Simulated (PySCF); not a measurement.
**Property card for 2-methyltetrahydrothiophen-3-one, `C[C@H]1SCCC1=O`**

2-methyltetrahydrothiophen-3-one, C5H8OS.
SMILES with atom numbers: `[CH3:1][C@H:2]1[S:3][CH2:4][CH2:5][C:6]1=[O:7]` (hydrogens: H8, H9, H10 on C1; H11 on C2; H12, H13 on C4; H14, H15 on C5)

Structural features include: ketone and sulfide.

**GFN2-xTB geometry**

| Item | Value |
| --- | --- |
| Point group of the GFN2-xTB geometry | C1 |
| Rotational constants A, B, C of the GFN2-xTB geometry | 3.074, 2.226, 1.514 GHz |

B3LYP/def2-SVPD ground state and vertical TDDFT (core frozen in the response) (PySCF):

| Property | Result |
| --- | --- |
| Dipole moment | 1.82 D |
| HOMO energy | -6.45 eV |
| LUMO energy | -1.26 eV |
| HOMO–LUMO gap | 5.19 eV |
| Lowest singlet excitation | 4.10 eV (303 nm, f = 0.002) |
| Strongest line among the 8 lowest singlet transitions | S4 at 5.89 eV (211 nm, f = 0.025) |
| Lowest triplet excitation (Tamm–Dancoff) | 3.70 eV |
| Static isotropic polarisability | 79.5 au |
| Electronic spatial extent ⟨r²⟩ about the centre of nuclear charge | 849 bohr² |

Monoisotopic mass from the formula: 116.0296 u.

The 8 singlets span 4.10 to 6.76 eV, and their oscillator strengths add up to 0.08. With B = h/(8π²I), that is 505.379 GHz u Å² over I, the principal moments of inertia are 164.4, 227.1 and 333.7 u Å² (most abundant isotopes). No computed singlet falls in the visible range (750 to 380 nm, 1.65 to 3.26 eV); S1 lies 0.84 eV above its blue end. The principal polarisabilities are 66.8, 83.9 and 87.7 au; their mean is the isotropic value. The largest Löwdin shares of the HOMO are 0.68 on S3, 0.09 on C4, 0.08 on C2 and 0.04 on C1. The polarisability is 11.78 Å³ as a volume (1 au = 0.148185 Å³), or 1.28 au for each of the 62 electrons.

Isolated species at its GFN2-xTB geometry (one conformer only).
